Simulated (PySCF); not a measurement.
SiHCl3, SMILES Cl[SiH](Cl)Cl.

Geometry optimised at PBE-D3(BJ)/def2-SVP. The isomer is the one that the SMILES or the coordinates give; other isomers of the formula were not compared.

All values below come from PySCF with ωB97X/def2-TZVPD.

Symmetry labels are those of the subgroup Cs that the program uses (full group C3v).

Computed valence orbital energies around the gap with their symmetry:
```
orbital  symmetry  energy (eV)
-------  --------  -----------
HOMO−7         A"       -14.70
HOMO−6         A'       -14.70
HOMO−5         A'       -12.85
HOMO−4         A"       -12.85
HOMO−3         A"       -12.25
HOMO−2         A'       -12.25
HOMO−1         A'       -12.10
HOMO           A"       -11.86
LUMO           A'         1.29
LUMO+1         A'         1.68
LUMO+2         A'         1.74
LUMO+3         A"         1.74
```
